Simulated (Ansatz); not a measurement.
Consider the redistribution: `COB(C)OC` + `N[Si](O)([AlH2])[SiH3]` → `CO[B](C)[AlH2]` + `CO[Si](N)(O)[SiH3]`.

Computed with Ansatz on PBE0-D4/def2-TZVP structures; ΔE is electronic, products minus reactants. CBS: MP2 limit from def2 TZ/QZ plus the TZ coupled-cluster correction, frozen cores. Functionals use def2-TZVPP. B3LYP here is the variant with VWN-RPA as its local correlation; programs differ in this. One conformer a species, not always the lowest.

`COB(C)OC`:

Z-matrix (Å, degrees):
```
C
O 1 1.408
H 1 1.094 2 111.6
H 1 1.091 2 107.9 3 119.2
H 1 1.094 2 111.5 3 -121.6
B 2 1.367 1 121.7 3 60.6
O 6 1.360 2 117.3 1 180.0
C 6 1.570 2 123.7 1 -0.1
C 7 1.413 6 120.7 2 -0.0
H 8 1.095 6 111.4 2 -59.3
H 8 1.095 6 111.4 2 59.0
H 8 1.090 6 111.5 2 179.9
H 9 1.090 7 107.5 6 -179.9
H 9 1.093 7 111.3 6 60.5
H 9 1.093 7 111.3 6 -60.3
```

`N[Si](O)([AlH2])[SiH3]`:

```xyz
13

N    -0.211    1.781    0.073
Si   -0.037    0.099    0.416
O     0.340   -0.285    1.996
Al   -2.167   -0.893   -0.341
Si    1.848   -0.619   -0.776
H    -1.072    2.273    0.248
H     0.576    2.411    0.073
H    -0.300   -0.042    2.668
H    -3.554   -0.279    0.162
H    -2.227   -2.125   -1.345
H     1.546   -0.613   -2.235
H     2.249   -1.999   -0.391
H     3.009    0.290   -0.547
```

`CO[B](C)[AlH2]`:

Z-matrix (Å, degrees):
```
C
O 1 1.404
H 1 1.092 2 109.4
H 1 1.099 2 111.7 3 -120.3
H 1 1.092 2 109.4 3 119.3
B 2 1.355 1 124.3 3 120.4
Al 6 2.168 2 123.4 1 -0.1
C 6 1.573 2 115.9 1 179.8
H 7 1.598 6 122.2 2 -91.1
H 7 1.598 6 122.2 2 92.9
H 8 1.096 6 110.9 2 123.2
H 8 1.097 6 110.5 2 -120.2
H 8 1.094 6 112.9 2 1.2
```

`CO[Si](N)(O)[SiH3]`:

Z-matrix (Å, degrees):
```
C
O 1 1.408
H 1 1.096 2 111.7
H 1 1.095 2 111.5 3 -121.5
H 1 1.091 2 108.2 3 119.1
Si 2 1.640 1 124.2 3 58.9
O 6 1.644 2 114.1 1 66.6
N 6 1.708 2 102.3 1 -174.9
Si 6 2.345 2 111.1 1 -49.5
H 7 0.961 6 115.8 2 69.8
H 8 1.007 6 119.5 2 30.7
H 8 1.006 6 121.1 2 178.0
H 9 1.491 6 110.0 2 -52.1
H 9 1.490 6 110.1 2 -170.7
H 9 1.490 6 113.0 2 68.5
```

| level | ΔE (kcal/mol) | difference from CCSD(T)/CBS |
| --- | --- | --- |
| PBE-D4 | 12.9 | 1.6 |
| r2SCAN-D4 | 11.7 | 0.4 |
| PBE0-D4 | 12.8 | 1.5 |
| B3LYP-D4 | 11.5 | 0.2 |
| ωB97X-V | 11.6 | 0.3 |
| ωB97M-V | 11.0 | -0.3 |
| B2PLYP | 11.5 | 0.2 |
| PBE | 13.2 | 1.9 |
| r2SCAN | 11.8 | 0.5 |
| PBE0 | 13.0 | 1.7 |
| B3LYP | 11.9 | 0.6 |
| HF/def2-TZVPP | 11.2 | -0.1 |
| MP2/def2-TZVPP | 11.3 | 0.0 |
| SCS-MP2/def2-TZVPP | 11.0 | -0.3 |
| CCSD/def2-TZVPP | 11.5 | 0.2 |
| CCSD(T)/def2-TZVPP | 11.5 | 0.2 |
| HF/def2-QZVPP | 10.8 | -0.5 |
| MP2/def2-QZVPP | 11.0 | -0.3 |
| SCS-MP2/def2-QZVPP | 10.7 | -0.6 |
| HF/CBS(def2) | 10.8 | -0.5 |
| MP2/CBS(def2) | 11.0 | -0.3 |
| CCSD/CBS(def2) | 11.2 | -0.1 |
| CCSD(T)/CBS | 11.3 | 0 |

Largest T1 diagnostic among the species: 0.013.
